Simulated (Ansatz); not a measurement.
`C[N](C)[Ga]([OH])[SH]` → 2 C• + Ga• + 8 H• + N• + O• + S•  (atomization)

Gas-phase electronic energies from Ansatz, PBE0-D4/def2-TZVP geometries. CCSD(T)/CBS is the MP2 limit (def2-TZVPP, def2-QZVPP) plus CCSD(T) − MP2 in def2-TZVPP, frozen cores. This one scheme is used for every species, atoms too. DFT in def2-TZVPP. B3LYP here is the variant with VWN-RPA as its local correlation; programs differ in this. Open shells (•) are unrestricted, without spin–orbit coupling. Spin–orbit coupling would lower the free atoms: a little for C, O, S; clearly for Ga. Bonds to Ga are less sure, by a few kJ/mol each and by 10 to 20 or more in all where they break to atoms, as the def2 sets lack core-valence functions. Scalar relativity is left out up to krypton. Each species was taken in one conformer, which may not be the lowest.

| level | ΔE (eV) | difference from CCSD(T)/CBS |
| --- | --- | --- |
| PBE-D4 | 52.57 | 0.80 |
| r2SCAN-D4 | 51.67 | -0.10 |
| PBE0-D4 | 51.59 | -0.18 |
| B3LYP-D4 | 51.44 | -0.33 |
| ωB97X-V | 51.81 | 0.04 |
| ωB97M-V | 51.69 | -0.08 |
| B2PLYP | 50.97 | -0.80 |
| PBE | 52.22 | 0.45 |
| r2SCAN | 51.58 | -0.19 |
| PBE0 | 51.29 | -0.48 |
| B3LYP | 50.88 | -0.89 |
| HF/def2-TZVPP | 36.35 | -15.42 |
| MP2/def2-TZVPP | 51.28 | -0.49 |
| SCS-MP2/def2-TZVPP | 51.04 | -0.73 |
| CCSD/def2-TZVPP | 49.60 | -2.17 |
| CCSD(T)/def2-TZVPP | 50.43 | -1.34 |
| HF/def2-QZVPP | 36.41 | -15.36 |
| MP2/def2-QZVPP | 52.07 | 0.30 |
| SCS-MP2/def2-QZVPP | 51.96 | 0.19 |
| HF/CBS(def2) | 36.42 | -15.35 |
| MP2/CBS(def2) | 52.62 | 0.85 |
| CCSD/CBS(def2) | 50.94 | -0.83 |
| CCSD(T)/CBS | 51.77 | 0 |

Largest T1 diagnostic among the species: 0.013.

The D4 term adds +0.56 eV with B3LYP and +0.30 eV with PBE0; it sums over pairs of atoms, weighted by their polarisabilities, and B3LYP, whose exchange is more repulsive, gets the larger term. In def2-TZVPP, CCSD(T) changes the Hartree–Fock value by +14.09 eV (the triples alone add +0.83 eV) and MP2 by +14.93 eV; breaking electron pairs costs correlation energy, which Hartree–Fock lacks.

For atomizations the MP2-based limit and the directly extrapolated one differ by several kJ/mol either way, and by 10 to 25 for some Ge, Se and Sn compounds, so smaller differences from it don't rank the levels.
